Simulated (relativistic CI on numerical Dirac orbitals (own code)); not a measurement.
**Ligand-field terms of d7**

Computed with a parametric ligand-field model of a d^n configuration (Racah B and C, spin-orbit zeta, crystal field), exact diagonalisation.

Field parameters in Wybourne normalisation: Oh B⁴₀ = 21Dq, B⁴₄ = √(5/14) B⁴₀; Td as Oh with Dq negative (B⁴₀ = 21Dq, B⁴₄ = √(5/14) B⁴₀). The field is a parameter set, without covalency.

**Question.** Lowest levels for B = 460, C = 1710, ζ = 3350 cm⁻¹, Td, 10Dq = -8950 cm⁻¹?

**Answer.** Γ8 0 (S 1.42), Γ8 4488 (S 1.08), Γ6 5892 (S 1.00), Γ8 8104 (S 0.90), Γ7 10291 (S 0.97), Γ8 11630 (S 1.13), Γ6 12300 (S 1.32), Γ7 12632 (S 1.45), Γ8 13190 (S 1.25) cm⁻¹, with S from ⟨S²⟩ = S(S + 1). The ground level has 3.80 electrons in the cubic e pair; its S is far from a half-integer, so spin-orbit coupling mixes spin states.

**Question.** Lowest levels for B = 400, C = 1530, ζ = 2300 cm⁻¹, Td, 10Dq = -11250 cm⁻¹?

**Answer.** Γ8 0 (S 1.46), Γ8 5756 (S 0.83), Γ6 6928 (S 0.74), Γ8 7919 (S 0.69), Γ7 10429 (S 0.78), Γ8 11693 (S 1.11), Γ6 12459 (S 1.39), Γ8 12776 (S 1.28), Γ7 13220 (S 1.47) cm⁻¹, with S from ⟨S²⟩ = S(S + 1). The ground level has 3.92 electrons in the cubic e pair.

**Question.** Lowest levels for B = 320, C = 1270, ζ = 2900 cm⁻¹, Oh, 10Dq = 28200 cm⁻¹?

**Answer.** Γ8 0 (S 0.54), Γ6 19634 (S 1.47), Γ8 20766 (S 1.40), Γ7 24496 (S 1.49), Γ8 24607 (S 1.47), Γ8 25648 (S 0.56), Γ7 28166 (S 0.53), Γ8 28630 (S 0.64), Γ6 29282 (S 0.54) cm⁻¹, with S from ⟨S²⟩ = S(S + 1). The ground level has 1.05 electrons in the cubic e pair.

**Question.** Lowest levels for B = 1010, C = 4420, ζ = 650 cm⁻¹, Td, 10Dq = -10600 cm⁻¹?

**Answer.** Γ8 0 (S 1.50), Γ8 10351 (S 1.49), Γ6 10482 (S 1.50), Γ8 10768 (S 1.50), Γ7 10933 (S 1.50), Γ6 16743 (S 1.49), Γ8 17155 (S 1.48), Γ7 17774 (S 1.50), Γ8 17866 (S 1.50) cm⁻¹, with S from ⟨S²⟩ = S(S + 1). The ground level has 3.99 electrons in the cubic e pair.

**Question.** Lowest levels for B = 690, C = 2940, ζ = 1000 cm⁻¹, Oh, 10Dq = 24050 cm⁻¹?

**Answer.** Γ8 0 (S 0.52), Γ6 9018 (S 1.50), Γ8 9624 (S 1.49), Γ7 10720 (S 1.50), Γ8 10801 (S 1.49), Γ8 21671 (S 0.52), Γ6 22534 (S 0.51), Γ8 22671 (S 0.52), Γ7 23002 (S 0.51) cm⁻¹, with S from ⟨S²⟩ = S(S + 1). The ground level has 1.05 electrons in the cubic e pair.
